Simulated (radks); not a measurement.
Results of a calculation; reference values are marked as such.
Exchange energies: the exact (Fock) value of the Kohn-Sham orbitals and density-functional approximations, as 100 (|E| - |E exact|)/|E exact|, negative where the magnitude is too small. Species: Cs [Xe] 6s1; Cs45+ [Ne]; H 1s1; N [He] 2s2 2p3; Ar11+ [He] 2s2 2p3. Level of theory: non-relativistic Kohn-Sham, PBE, spin-polarised, spherical densities, point nucleus (a radial shooting solver on a logarithmic mesh with Libxc functionals). Every spin shell is full or empty, so the densities are truly spherical. Functionals are evaluated on that one density, not self-consistently.

functional	Cs	Cs45+	H	N	Ar11+
exact (hartree)	-184.037	-90.9374	-0.306825	-6.57138	-20.7788
LDA	-4.69	-8.12	-14.03	-10.54	-9.76
B88	+0.01	-0.38	-0.48	+0.03	-0.28
PBE	-0.43	-1.05	-1.65	-0.63	-0.98
revPBE	-0.31	-0.56	-0.18	+0.22	-0.25
RPBE	-0.26	-0.45	+0.06	+0.47	-0.06
PW86	-0.24	-0.20	+0.14	+0.81	+0.20
OPTX	+1.30	+0.01	-0.25	+0.07	-0.05
AM05	-4.39	-7.02	-10.80	-8.62	-8.12
B86b	-0.02	-0.43	-0.70	+0.13	-0.28
EV93	-0.38	+0.63	+4.30	+3.22	+2.04
APBE	+0.28	+0.01	-0.08	+0.76	+0.27
TPSS	-0.33	-0.20	+0.24	+0.51	+0.10
r2SCAN	-0.14	-0.05	+0.22	+0.04	-0.20
MS2	-0.62	-0.35	+0.30	+0.50	+0.04
MVS	+0.05	-0.32	+0.25	-0.12	-0.43
